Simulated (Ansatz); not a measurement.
Ansatz (an electronic-structure program) input (CCSD(T)/def2-SVPD):

Ansatz 0.2 input:
```yaml
crystal:
  periodic: [false, false, false]
  atoms:
    - {symbol: Ge, position_ang: [0.00055146, -0.00516327, 0.54068547]}
    - {symbol: Cl, position_ang: [1.17608187, 1.39339809, -0.49682065]}
    - {symbol: Cl, position_ang: [-1.17711991, -1.38367900, -0.52094022]}
basis:
  gaussian:
    orbitals: def2-SVPD
total_charge: 1
magnetization: {spin_polarized: true, initial_magnetization: 1}
correlation: {method: ccsd_t, electrons: outside_noble_gas}
output: {forces: true}
```

End of the output:

```
integrals: 0.16 GiB planned
857 factors; integrals over basis functions are off by at most 2.6e-4 eV
mean field: 0.42 GiB planned
mean field evaluation 1: about -81456.4346 eV, gradient 1.9e1 eV
mean field evaluation 2: about -81456.4391 eV, gradient 1.9e1 eV
mean field evaluation 4: about -81459.1478 eV, gradient 2.3e0 eV
mean field evaluation 8: about -81459.2341 eV, gradient 1.4e-1 eV
mean field evaluation 16: about -81459.2058 eV, gradient 1.1e0 eV
mean field evaluation 32: about -81456.1871 eV, gradient 3.1e-3 eV
mean field evaluation 64: about -81456.1871 eV, gradient 6.7e-3 eV
mean field -81459.23485675 eV, -2993.5716659329 hartree, gradient 5.7e-6 eV, S^2 0.770315; 2 other end points of the search recorded, 0 dependent functions left out
determinant -81459.23485675 eV, -2993.5716659329 hartree, with singles and doubles -81469.39939683 eV, -2993.9452058914 hartree
determinant -81456.18712876 eV, -2993.4596639953 hartree, with singles and doubles -81466.81787080 eV, -2993.8503365594 hartree
determinant -81456.04252444 eV, -2993.4543498844 hartree, with singles and doubles -81466.66633494 eV, -2993.8447677193 hartree
24 core orbitals not correlated
reference -81459.23485675 eV, -2993.5716659329 hartree; 9, 8 occupied and 59, 60 virtual orbitals, 857 factors
densities: 0.53 GiB planned
second order -9.36661604 eV of doubles, -0.00000000 eV of singles
coupled cluster: 0.39 GiB planned
cycle   1  -10.16241166 eV  change   -2.1e-1 eV  update   2.0e-2
cycle   2  -10.17718180 eV  change   -1.5e-2 eV  update   4.9e-3
cycle   3  -10.17857813 eV  change   -1.4e-3 eV  update   2.2e-3
cycle   4  -10.17947568 eV  change   -9.0e-4 eV  update   9.4e-4
cycle   5  -10.17958685 eV  change   -1.1e-4 eV  update   5.8e-4
cycle   6  -10.17999986 eV  change   -4.1e-4 eV  update   2.9e-4
cycle   7  -10.17998599 eV  change    1.4e-5 eV  update   9.8e-5
cycle   8  -10.17998416 eV  change    1.8e-6 eV  update   3.9e-5
cycle   9  -10.17997435 eV  change    9.8e-6 eV  update   1.6e-5
cycle  10  -10.17997183 eV  change    2.5e-6 eV  update   5.5e-6
cycle  11  -10.17997146 eV  change    3.7e-7 eV  update   2.0e-6
cycle  12  -10.17997102 eV  change    4.3e-7 eV  update   7.3e-7
perturbative correction -0.37266114 eV, -0.0136950444 hartree
the calculation of the forces begins
Total energy: -81469.78748891 eV, -2993.9594680122 hartree
Atom 0 at     0.000551    -0.005163     0.540685 Å, force     0.000155    -0.001449     0.151763 eV/Å
Atom 1 at     1.176082     1.393398    -0.496821 Å, force     0.132163     0.156785    -0.074526 eV/Å
Atom 2 at    -1.177120    -1.383679    -0.520940 Å, force    -0.132318    -0.155336    -0.077237 eV/Å
Dipole moment:     0.000317    -0.002968     0.310830 e Å
```
